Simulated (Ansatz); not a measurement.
Reaction (formal exchange of groups at the Al–C bond): `[CH3][Al]([CH3])[CH2]O` + SiH₄ → `[CH3][Al]([SiH3])[CH2]O` + CH₄

Program: Ansatz. Geometries: PBE0-D4/def2-TZVP. ΔE: electronic, gas phase. CCSD(T)/CBS adds triple-zeta CCSD(T) − MP2 to the extrapolated MP2 energy (def2 sets, frozen cores). This one scheme is used for every species. Each species was taken in one conformer, which may not be the lowest.

`[CH3][Al]([CH3])[CH2]O`:

Z-matrix (Å, degrees):
```
C
Al 1 1.960
H 1 1.097 2 111.3
H 1 1.093 2 112.8 3 120.3
H 1 1.096 2 111.5 3 -118.6
C 2 1.955 1 122.4 3 -114.1
C 2 1.979 1 116.4 3 65.1
H 6 1.095 2 111.2 1 51.9
H 6 1.093 2 113.3 1 173.5
H 6 1.096 2 110.6 1 -65.8
O 7 1.431 2 115.6 1 10.5
H 7 1.104 2 111.1 1 -115.9
H 7 1.098 2 108.7 1 130.0
H 11 0.959 7 108.7 2 -32.8
```

SiH₄:

```xyz
5

Si    0.000    0.000    0.000
H     0.677    1.068   -0.778
H     0.675   -1.298   -0.251
H    -1.421   -0.092   -0.419
H     0.069    0.322    1.448
```

`[CH3][Al]([SiH3])[CH2]O`:

```xyz
14

C     0.024   -0.559    2.037
Al   -0.086   -0.095    0.147
Si   -1.936   -0.909   -1.265
C     1.279    1.042   -0.721
O     2.273    1.424    0.225
H    -0.880   -0.253    2.575
H     0.111   -1.642    2.171
H     0.885   -0.085    2.513
H    -1.851   -0.451   -2.683
H    -3.263   -0.458   -0.747
H    -1.986   -2.402   -1.298
H     0.785    1.920   -1.169
H     1.717    0.493   -1.571
H     2.927    1.974   -0.214
```

CH₄:

Cartesian coordinates in Å:
```
C 0.000 0.000 0.000
H 0.854 -0.374 0.564
H -0.894 -0.045 0.621
H -0.145 -0.613 -0.889
H 0.185 1.032 -0.296
```

```csv
species,SCS-MP2/def2-QZVPP energy (Eh)
`[CH3][Al]([CH3])[CH2]O`,-436.64268
SiH₄,-291.43864
`[CH3][Al]([SiH3])[CH2]O`,-687.64970
CH₄,-40.43589
```

(1) Work out ΔE.

Largest T1 diagnostic among the species: 0.011.

## Answers

(1) ΔE = (-687.64970) + (-40.43589) − (-436.64268) − (-291.43864) = -0.00427 Eh = -2.7 kcal/mol. CCSD(T)/CBS gives -4.2 kcal/mol.
